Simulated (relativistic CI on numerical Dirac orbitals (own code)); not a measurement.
Computed by Dirac-Coulomb-Breit CI, orbitals from a KLI potential per configuration, model QED (radiative potential, 1s self-energy scaled to tabulated hydrogen-like ionisation energies), unscaled Slater integrals (own radial code, finite nucleus).

CI space (outside the closed core 1s2): 2s2 2p4, 2s 2p5, 2p6, 2p5 3s, 2p5 3p, 2p5 3d, 2s2 2p3 3s, 2s2 2p3 3p, 2s2 2p3 3d, 2s 2p4 3s, 2s 2p4 3p, 2s 2p4 3d, 2s2 2p3 4s, 2s2 2p3 4p, 2s2 2p3 4d, 2s2 2p3 4f, 2s 2p4 4s, 2s 2p4 4p, 2s 2p4 4d, 2s2 2p2 3s2, 2s 2p4 4f, 2s2 2p2 3s 3p, 2s2 2p3 5s, 2s2 2p3 5p, 2s2 2p3 5d, 2s2 2p2 3s 3d, 2s2 2p3 5f, 2s2 2p2 3p2, 2s2 2p3 5g, 2s2 2p2 3p 3d, 2s 2p3 3s2, 2s2 2p2 3d2, 2s 2p3 3s 3p, 2s 2p3 3s 3d, 2s 2p3 3p2, 2s 2p4 5s. Levels of other configurations are missing.

At this charge energies of transitions that change n are usually good to better than 1 %, and those within a shell (Δn = 0) to a few per cent.

Outline of the computed level scheme of Ba XLIX. Lowest level of each configuration: 2s2 2p4 3P_2 at 0.00 eV; 2s 2p5 3P°_2 at 667.91 eV; 2p6 1S_0 at 1425.57 eV; 2s2 2p3 3s 3P°_2 at 4816.82 eV; 2s2 2p3 3p 3P_1 at 4897.75 eV; 2s2 2p3 3d 3D°_2 at 5096.98 eV.

Some strong electric-dipole decays among the lowest 45 levels: 2s2 2p3 3d 3D°_3 → 2s2 2p4 3P_2 (6.8e+14 s⁻¹); 2s2 2p3 3d 3D°_1 → 2s2 2p4 1S_0 (4.2e+14 s⁻¹); 2s2 2p3 3d 3D°_2 → 2s2 2p4 3P_2 (3.1e+14 s⁻¹); 2s2 2p3 3d 3D°_1 → 2s2 2p4 3P_2 (8.3e+13 s⁻¹); 2s2 2p3 3s 1D°_2 → 2s2 2p4 1D_2 (5.8e+13 s⁻¹); 2s2 2p3 3s 3S°_1 → 2s2 2p4 3P_1 (5.4e+13 s⁻¹); 2s2 2p3 3s 1P°_1 → 2s2 2p4 3P_2 (5.2e+13 s⁻¹); 2s2 2p3 3s 3P°_0 → 2s2 2p4 3P_1 (3.3e+13 s⁻¹).

LS names give the leading component of a level, which can be under half, so a name can repeat, a term be missing and a line seem to break the LS rules.
